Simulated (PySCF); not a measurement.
## SMILES C#Cc1cnc(C=S)nc1, C7H4N2S

Molfile (atoms numbered from 1):
```
C7H4N2S
     RDKit          3D

 14 14  0  0  0  0  0  0  0  0999 V2000
    3.9139    0.7068   -0.3260 C   0  0  0  0  0  0  0  0  0  0  0  0
    2.7271    0.4839   -0.2100 C   0  0  0  0  0  0  0  0  0  0  0  0
    1.3368    0.2261   -0.0714 C   0  0  0  0  0  0  0  0  0  0  0  0
    0.6659   -0.7272   -0.8564 C   0  0  0  0  0  0  0  0  0  0  0  0
   -0.6281   -0.9625   -0.7242 N   0  0  0  0  0  0  0  0  0  0  0  0
   -1.2930   -0.2524    0.1969 C   0  0  0  0  0  0  0  0  0  0  0  0
   -2.7322   -0.5562    0.2984 C   0  0  0  0  0  0  0  0  0  0  0  0
   -3.7869    0.1349    1.3070 S   0  0  0  0  0  0  0  0  0  0  0  0
   -0.7553    0.6748    0.9949 N   0  0  0  0  0  0  0  0  0  0  0  0
    0.5349    0.9103    0.8641 C   0  0  0  0  0  0  0  0  0  0  0  0
    4.9656    0.9036   -0.4297 H   0  0  0  0  0  0  0  0  0  0  0  0
    1.2134   -1.3056   -1.6086 H   0  0  0  0  0  0  0  0  0  0  0  0
   -3.0359   -1.3378   -0.4143 H   0  0  0  0  0  0  0  0  0  0  0  0
    0.9811    1.6698    1.5161 H   0  0  0  0  0  0  0  0  0  0  0  0
  1  2  3  0
  2  3  1  0
  3  4  2  0
  4  5  1  0
  5  6  2  0
  6  7  1  0
  7  8  2  0
  6  9  1  0
  9 10  2  0
 10  3  1  0
  1 11  1  0
  4 12  1  0
  7 13  1  0
 10 14  1  0
M  END
```

Method used: PySCF, TDDFT CAM-B3LYP/aug-cc-pVDZ excited states, vertical, gas phase. Geometry: PBE0-D3(BJ)/def2-SVP.

Q: Give the one- and two-photon strengths of the lowest singlets.

A: δ for parallel linear polarisation; σ at the peak of a Lorentzian of half width 0.1 eV, single beam; Ω is circular over linear.
```
state  E (eV)      f  photon λ (nm)  δ (au)  σ (GM)     Ω                                  main
   S1    1.84  0.000           1351    0.24    0.00  1.50                        HOMO→LUMO 0.91
   S2    3.52  0.000            705    0.65    0.00  1.50                      HOMO−2→LUMO 0.93
   S3    4.26  0.698            582    1890   12.61  0.65                      HOMO−1→LUMO 0.95
   S4    4.42  0.004            561    0.72    0.01  1.50  HOMO−2→LUMO+1 0.78, HOMO→LUMO+1 0.17
   S5    5.06  0.001            490    0.12    0.00  1.48  HOMO→LUMO+1 0.80, HOMO−2→LUMO+1 0.15
   S6    5.08  0.022            488    6.29    0.06  1.50  HOMO−1→LUMO+1 0.74, HOMO−6→LUMO 0.22
```

Among these, the strongest one-photon state is S3, the strongest two-photon state S3, with a dipole change of 4.5 D (relaxed, norm of the difference vector).
